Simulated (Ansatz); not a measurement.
C5H10O3 (`CCCOC(=O)OC`), 18 atoms. Charge 0, multiplicity 1. All runs use 3 threads of an AMD EPYC 7R13 on a shared host and a share of an NVIDIA H100 80 GB. Correlated methods freeze the cores. Open-shell runs search over several starts.

How many basis functions does each run have, and how long does it take in Ansatz? RKS ωB97M-V/def2-QZVPP energy; RHF-CCSD(T)/def2-TZVPP energy; UHF-MP2/def2-QZVPP energy of the cation; UKS PBE0-D4/def2-TZVPP energy of the cation; UKS B2PLYP (frozen core)/def2-TZVPP energy of the cation; RKS ωB97M-V/def2-SVP energy; RKS B3LYP-D4/def2-TZVPP energy and forces; UKS ωB97M-V/def2-TZVPP energy of the cation; RKS PBE0-D4/def2-TZVP relaxation (6 steps); RHF-CCSD(T)/def2-SVP energy; RKS CAM-B3LYP-D4/def2-TZVPP energy; RHF-MP2/def2-QZVPP energy. (An estimate is asked.)

The calculation gave: Other jobs shared the machine, so times are rough.

| level | job | functions | wall time | peak host memory (GiB) |
| --- | --- | --- | --- | --- |
| RKS B3LYP-D4/def2-TZVPP | energy and forces | 388 | 3.2 s | 0.94 |
| RKS ωB97M-V/def2-SVP | energy | 162 | 3.9 s | 0.91 |
| RHF-CCSD(T)/def2-SVP | energy | 162 | 4.3 s | 0.78 |
| RKS CAM-B3LYP-D4/def2-TZVPP | energy | 388 | 6 s | 0.91 |
| RKS ωB97M-V/def2-QZVPP | energy | 756 | 8 s | 1.4 |
| RHF-MP2/def2-QZVPP | energy | 756 | 8.5 s | 1.4 |
| RKS PBE0-D4/def2-TZVP | relaxation (6 steps) | 308 | 13 s | 0.93 |
| UKS PBE0-D4/def2-TZVPP | energy of the cation | 388 | 25 s | 1 |
| RHF-CCSD(T)/def2-TZVPP | energy | 388 | 25 s | 0.88 |
| UKS B2PLYP (frozen core)/def2-TZVPP | energy of the cation | 388 | 33 s | 1.8 |
| UKS ωB97M-V/def2-TZVPP | energy of the cation | 388 | 39 s | 1.2 |
| UHF-MP2/def2-QZVPP | energy of the cation | 756 | 66 s | 1.6 |

B3LYP here is the variant with VWN-RPA as its local correlation; programs differ in this.
